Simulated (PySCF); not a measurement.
Simulation results for AlFH3OSi, ClF2Si, BFH4Si2, ClFSi and others

Calculation on a computer-drawn molecule: the log of a Hartree-Fock and frozen-core CCSD(T) single point meant for a local Hartree-Fock minimum, with one planted fault or none, to be diagnosed. Offsets are logged minus clean, where the clean run is the same molecule without the fault. The reference is restricted for singlets and unrestricted otherwise, and also for a bond in bohr or an excited solution. Adding or removing an electron swaps singlet and doublet. The excited solution moves the top pair (singlet) or top alpha electron (doublet) to the lowest empty orbital. Highest occupied and lowest empty are orbital energies over both spins, largest force is the largest gradient component, triples share is (T) over the correlation energy, the T1 limit is 0.02 restricted and 0.045 unrestricted, electrons count all cores, a negative frequency is imaginary (commonest isotopes), and the dipole is about the centre of nuclear charge. Program: PySCF 2.14.0.

Common to all runs: meant charge 0; logged SCF converged yes; possible faults no fault, one electron removed, one electron added, multiplicity raised by two, geometry at a saddle point, SCF held on an excited solution, minimal basis STO-3G, one bond length entered in bohr, all coordinates scaled.

(1) 
```xyz
7
formula=AlFH3OSi meant_multiplicity=2 meant_basis=cc-pV(D+d)Z logged_electrons=48 logged_basis_functions=89 logged_spin_squared=0 logged_highest_occupied=0.010837 logged_lowest_empty=5.0581 logged_largest_force=0.12783 logged_T1_diagnostic=0.018089 logged_D1_diagnostic=0.058112 logged_triples_share=0.02033 logged_CC_converged=yes logged_dipole_magnitude=6.835 logged_SCF_stable_within_its_kind=yes logged_energy_HF=-706.98934 logged_energy_CCSD(T)=-707.56914 planted_fault=one_electron_added HF_energy_offset_from_clean_run=23.97 CCSD(T)_energy_offset_from_clean_run=4.891
F      1.0899     3.7196    -0.7332
Si     1.7665     2.2777    -0.4383
O      1.1367     1.6948     0.9316
Al     0.3571     1.3082     2.3863
H      1.4236     1.4068    -1.5876
H      1.2231     1.2772     3.6965
H     -1.1782     0.9800     2.3425
```

Units: logged_highest_occupied, logged_lowest_empty in eV; logged_largest_force in hartree/bohr; logged_dipole_magnitude in debye; logged_energy_HF, logged_energy_CCSD(T) in hartree; HF_energy_offset_from_clean_run, CCSD(T)_energy_offset_from_clean_run in kcal/mol.

Drawn bonds:
| atom | other atom | order |
| --- | --- | --- |
| 1 | 2 | 1 |
| 2 | 3 | 1 |
| 3 | 4 | 1 |
| 2 | 5 | 1 |
| 4 | 6 | 1 |
| 4 | 7 | 1 |

Notes: highest electron not bound in this basis.

(2) 
```xyz
4
formula=ClF2Si meant_multiplicity=2 meant_basis=cc-pV(D+d)Z logged_electrons=49 logged_basis_functions=74 logged_spin_squared=3.7612 logged_highest_occupied=-3.7328 logged_lowest_empty=-3.7395 logged_largest_force=0.088655 logged_dipole_magnitude=4.8238 logged_SCF_stable_within_its_kind=yes logged_energy_HF=-947.13201 planted_fault=multiplicity_raised_by_two HF_energy_offset_from_clean_run=204
F     -2.3945     0.6340     1.3353
Si    -1.0498    -0.2261     1.3477
F     -1.0857    -1.1443     0.0424
Cl     0.5436     1.0391     1.2207
```

Units: logged_highest_occupied, logged_lowest_empty in eV; logged_largest_force in hartree/bohr; logged_dipole_magnitude in debye; logged_energy_HF in hartree; HF_energy_offset_from_clean_run in kcal/mol.

Drawn bonds:
| atom | other atom | order |
| --- | --- | --- |
| 1 | 2 | 1 |
| 2 | 3 | 1 |
| 2 | 4 | 1 |

Notes: coupled-cluster numbers left out as unreliable.

(3) 
```xyz
8
formula=BFH4Si2 meant_multiplicity=1 meant_basis=cc-pV(D+d)Z logged_electrons=46 logged_basis_functions=94 logged_spin_squared=0 logged_highest_occupied=-8.6745 logged_lowest_empty=0.74507 logged_largest_force=1.966e-05 logged_lowest_frequency=51.063 logged_T1_diagnostic=0.016363 logged_D1_diagnostic=0.044184 logged_triples_share=0.024048 logged_CC_converged=yes logged_dipole_magnitude=1.5235 logged_SCF_stable_within_its_kind=yes logged_energy_HF=-704.28955 logged_energy_CCSD(T)=-704.80132 planted_fault=no_fault HF_energy_offset_from_clean_run=0 CCSD(T)_energy_offset_from_clean_run=0
F     -0.3850     1.9464    -2.0337
Si    -1.3858     1.3900    -0.8549
B     -0.3529    -0.3662    -0.5430
Si     1.1904    -0.6544     0.7682
H     -0.6809    -1.3419    -1.1703
H      2.3701    -1.1843     0.0403
H      0.7678    -1.6491     1.7885
H      1.6002     0.5822     1.4798
```

Units: logged_highest_occupied, logged_lowest_empty in eV; logged_largest_force in hartree/bohr; logged_lowest_frequency in cm⁻¹; logged_dipole_magnitude in debye; logged_energy_HF, logged_energy_CCSD(T) in hartree; HF_energy_offset_from_clean_run, CCSD(T)_energy_offset_from_clean_run in kcal/mol.

Drawn bonds:
| atom | other atom | order |
| --- | --- | --- |
| 1 | 2 | 1 |
| 2 | 3 | 1 |
| 3 | 4 | 1 |
| 3 | 5 | 1 |
| 4 | 6 | 1 |
| 4 | 7 | 1 |
| 4 | 8 | 1 |

(4) 
```xyz
3
formula=ClFSi meant_multiplicity=1 meant_basis=cc-pV(D+d)Z logged_electrons=40 logged_basis_functions=23 logged_spin_squared=0 logged_highest_occupied=-7.8016 logged_lowest_empty=5.0606 logged_largest_force=0.026692 logged_T1_diagnostic=0.019218 logged_D1_diagnostic=0.072505 logged_triples_share=0.087607 logged_CC_converged=yes logged_dipole_magnitude=3.0716 logged_SCF_stable_within_its_kind=yes logged_energy_HF=-838.27042 logged_energy_CCSD(T)=-838.34502 planted_fault=minimal_basis_STO-3G HF_energy_offset_from_clean_run=6080 CCSD(T)_energy_offset_from_clean_run=6307
F      0.9557     0.1808    -2.0827
Si     2.0741     1.3465    -2.1121
Cl     1.2934     2.6282    -0.6573
```

Units: logged_highest_occupied, logged_lowest_empty in eV; logged_largest_force in hartree/bohr; logged_dipole_magnitude in debye; logged_energy_HF, logged_energy_CCSD(T) in hartree; HF_energy_offset_from_clean_run, CCSD(T)_energy_offset_from_clean_run in kcal/mol.

Drawn bonds:
| atom | other atom | order |
| --- | --- | --- |
| 1 | 2 | 1 |
| 2 | 3 | 1 |

(5) 
```xyz
8
formula=B2H4N2 meant_multiplicity=1 meant_basis=cc-pVDZ logged_electrons=28 logged_basis_functions=76 logged_spin_squared=0 logged_highest_occupied=-3.0963 logged_lowest_empty=-5.2773 logged_largest_force=0.34869 logged_CC_converged=no logged_dipole_magnitude=7.0516 logged_SCF_stable_within_its_kind=no logged_energy_HF=-160.04276
N     -1.3597    -0.8437     1.1150
B     -0.6529     0.0624     0.6706
B      0.3240     1.3118     0.0515
N      0.9350     1.1903    -1.1875
H     -1.9268    -1.5585     1.4850
H      0.5028     2.3224     0.6753
H      0.8429     0.3876    -1.7746
H      1.5132     1.9062    -1.5762
```

Units: logged_highest_occupied, logged_lowest_empty in eV; logged_largest_force in hartree/bohr; logged_dipole_magnitude in debye; logged_energy_HF in hartree.

Drawn bonds:
| atom | other atom | order |
| --- | --- | --- |
| 1 | 2 | 2 |
| 2 | 3 | 1 |
| 3 | 4 | 1 |
| 1 | 5 | 1 |
| 3 | 6 | 1 |
| 4 | 7 | 1 |
| 4 | 8 | 1 |

Notes: CCSD not converged.

(6) 
```xyz
8
formula=B2H4N2 meant_multiplicity=1 meant_basis=cc-pVDZ logged_electrons=29 logged_basis_functions=76 logged_spin_squared=0.761 logged_highest_occupied=1.5642 logged_lowest_empty=9.5505 logged_largest_force=0.069288 logged_T1_diagnostic=0.015113 logged_D1_diagnostic=0.051961 logged_triples_share=0.030748 logged_CC_converged=yes logged_dipole_magnitude=2.9131 logged_SCF_stable_within_its_kind=yes logged_energy_HF=-160.57222 logged_energy_CCSD(T)=-161.12597
N     -1.3597    -0.8437     1.1150
B     -0.6529     0.0624     0.6706
B      0.3240     1.3118     0.0515
N      0.9350     1.1903    -1.1875
H     -1.9268    -1.5585     1.4850
H      0.5028     2.3224     0.6753
H      0.8429     0.3876    -1.7746
H      1.5132     1.9062    -1.5762
```

Units: logged_highest_occupied, logged_lowest_empty in eV; logged_largest_force in hartree/bohr; logged_dipole_magnitude in debye; logged_energy_HF, logged_energy_CCSD(T) in hartree.

Drawn bonds:
| atom | other atom | order |
| --- | --- | --- |
| 1 | 2 | 2 |
| 2 | 3 | 1 |
| 3 | 4 | 1 |
| 1 | 5 | 1 |
| 3 | 6 | 1 |
| 4 | 7 | 1 |
| 4 | 8 | 1 |

Notes: highest electron not bound in this basis.

To be estimated
1. Which fault was planted in the run of B2H4N2 (entry 5)?
2. Which fault was planted in the run of B2H4N2 (entry 6)?

## Answers
1. SCF held on an excited solution
2. one electron added

Further results for B2H4N2 (entry 5):

```
HF energy offset from clean run : 385.8 kcal/mol
```

Further results for B2H4N2 (entry 6):

```
HF energy offset from clean run      : 53.59 kcal/mol
CCSD(T) energy offset from clean run : 48.44 kcal/mol
```
